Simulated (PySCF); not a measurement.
**Spin-orbit coupling and the fourth ionisation energy along group 14**

Two-component X2C-1e calculated with PySCF 2.14: MP2 on generalised Hartree-Fock spinors (GMP2), with spin-orbit coupling off and on (screened by Boettger's factors); no Breit or QED terms. Values in eV; the references (NIST) lie between the lowest levels. Elements whose determinants are no pure J levels are left out.

```
                               element             configurations  spin-free  with spin-orbit  shift     reference
       C (x2c-QZVPPall-2c, 1s2 frozen)             [He] 2s1 → 1s2     64.380           64.380  0.000        64.494
     Si (x2c-QZVPPall-2c, [Ne] frozen)            [Ne] 3s1 → [Ne]     44.734           44.734  0.000        45.142
     Ge (x2c-QZVPPall-2c, [Ne] frozen)  [Ar] 3d10 4s1 → [Ar] 3d10     45.665           45.666  0.000        45.715
Sn (x2c-QZVPPall-2c, [Ar] 3d10 frozen)  [Kr] 4d10 5s1 → [Kr] 4d10     40.776           40.777  0.002  40.74 ± 0.04
```

What remains against the references is mostly the basis and correlation beyond MP2.
